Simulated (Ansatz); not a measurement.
Reaction (ligand exchange at a B–O bond): `CCBO` + `N[SiH3]` → `CCBN[SiH3]` + H₂O

Calculated with Ansatz (gas phase, PBE0-D4/def2-TZVP geometries, no zero-point term in ΔE). CBS: MP2 limit from def2 TZ/QZ plus the TZ coupled-cluster correction, frozen cores. This one scheme is used for every species. DFT in def2-TZVPP. B3LYP here is the variant with VWN-RPA as its local correlation; programs differ in this. Each species was taken in one conformer, which may not be the lowest.

`CCBO`:

Cartesian coordinates in Å:
```
C 0.626 -0.187 1.291
C -0.466 -0.134 0.224
B 0.073 -0.017 -1.245
O -0.510 0.750 -2.198
H 1.197 0.745 1.323
H 0.213 -0.352 2.289
H 1.334 -0.993 1.086
H -1.190 0.659 0.456
H -1.041 -1.072 0.259
H 1.037 -0.637 -1.609
H -1.273 1.238 -1.875
```

`N[SiH3]`:

Cartesian coordinates in Å:
```
N 0.690 0.552 0.597
Si -0.438 -0.246 -0.427
H 1.667 0.314 0.543
H 0.431 0.776 1.544
H 0.092 -0.199 -1.814
H -0.713 -1.679 -0.105
H -1.730 0.482 -0.338
```

`CCBN[SiH3]`:

```xyz
15

C     1.531    0.215   -1.988
C     0.083    0.185   -1.498
B    -0.055    0.365    0.056
N    -0.870   -0.463    0.848
Si   -1.125   -0.349    2.566
H     1.593    0.153   -3.077
H     2.031    1.135   -1.677
H     2.107   -0.620   -1.580
H    -0.416   -0.727   -1.848
H    -0.462    1.019   -1.964
H     0.543    1.246    0.618
H    -1.362   -1.202    0.362
H    -2.562   -0.112    2.870
H    -0.306    0.774    3.074
H    -0.730   -1.617    3.237
```

H₂O:

```xyz
3

O     0.032   -0.260   -0.288
H    -0.343   -0.398    0.585
H     0.310    0.658   -0.297
```

Is it downhill or uphill in electronic energy at CCSD(T)/CBS, and by how much? (Estimate.)

The calculation gave: Nearly level: ΔE = +0.02 eV.

What do these levels give: PBE-D4, r2SCAN-D4, PBE0-D4, B3LYP-D4, ωB97M-V, B2PLYP, r2SCAN, MP2/def2-TZVPP, CCSD/def2-TZVPP, MP2/def2-QZVPP, HF/CBS(def2), CCSD/CBS(def2)? (Estimate.)

Computed: PBE-D4 0.06, r2SCAN-D4 0.09, PBE0-D4 0.05, B3LYP-D4 0.07, ωB97M-V 0.09, B2PLYP 0.11, r2SCAN 0.11, MP2/def2-TZVPP 0.03, CCSD/def2-TZVPP 0.06, MP2/def2-QZVPP 0.01, HF/CBS(def2) 0.17, CCSD/CBS(def2) 0.04 eV.

Largest T1 diagnostic among the species: 0.011.

In def2-TZVPP, CCSD(T) changes the Hartree–Fock value by −0.13 eV (the triples alone add −0.02 eV) and MP2 by −0.14 eV. The D4 term adds −0.07 eV with B3LYP and −0.04 eV with PBE0; it sums over pairs of atoms, weighted by their polarisabilities, and B3LYP, whose exchange is more repulsive, gets the larger term.
